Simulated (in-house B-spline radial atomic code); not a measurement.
The numbers below are computed, except where a source is named.
# Weak and strong correlation along the adiabatic connection

Two-electron singlets in several external potentials (atomic units), by full CI in B-splines with partial waves to l = 8 (correlation energies up to 0.6 % small). The repulsion is scaled by λ at fixed density; W(λ) is the mean repulsion less the Hartree energy, W(0) = E_x, and the area under W from 0 to 1 is E_xc.

Relative drop (W(λ) − E_x)/E_x:

| system | λ = 0.12 | λ = 0.25 | λ = 0.4 | λ = 0.6 | λ = 0.8 | λ = 1 |
| --- | --- | --- | --- | --- | --- | --- |
| −V exp(−r²/w²), V = 0.958, w = 10.3 | 0.0465 | 0.0860 | 0.1215 | 0.1571 | 0.1838 | 0.2045 |
| −Z/r, Z = 1.55, wall at 1.95 bohr | 0.0098 | 0.0199 | 0.0309 | 0.0446 | 0.0572 | 0.0689 |
| empty sphere, radius 4.44 bohr | 0.0345 | 0.0660 | 0.0963 | 0.1288 | 0.1545 | 0.1754 |
| ω²r²/2 − Z/r, ω = 0.253, Z = 0.5 | 0.0242 | 0.0473 | 0.0706 | 0.0969 | 0.1191 | 0.1380 |
| −Z/r, Z = 1.5, wall at 1 bohr | 0.0061 | 0.0126 | 0.0197 | 0.0289 | 0.0376 | 0.0459 |
| −Z/r, Z = 6.96, wall at 0.653 bohr | 0.0025 | 0.0052 | 0.0082 | 0.0122 | 0.0161 | 0.0199 |
| −V exp(−r²/w²), V = 4.63, w = 2.8 | 0.0160 | 0.0319 | 0.0487 | 0.0689 | 0.0867 | 0.1027 |

Problem. Order the systems by how far second-order (GL2) theory, half the initial slope (estimated from the first points of each curve), overshoots the correlation energy, least first.
A. −Z/r, Z = 1.5, wall at 1 bohr
B. empty sphere, radius 4.44 bohr
C. −Z/r, Z = 6.96, wall at 0.653 bohr
D. −V exp(−r²/w²), V = 0.958, w = 10.3
E. −V exp(−r²/w²), V = 4.63, w = 2.8
F. −Z/r, Z = 1.55, wall at 1.95 bohr
G. ω²r²/2 − Z/r, ω = 0.253, Z = 0.5

Solution. C (GL2/E_c = 1.04), A (GL2/E_c = 1.09), F (GL2/E_c = 1.14), E (GL2/E_c = 1.22), G (GL2/E_c = 1.36), B (GL2/E_c = 1.48), D (GL2/E_c = 1.70).

Problem. What else changes along this order?

Solution. The ratio follows the bend of the curve. With it the leading natural occupation goes from 1.999 to 1.846 and −T_c/E_c from 0.97 to 0.59 between the first and the last.
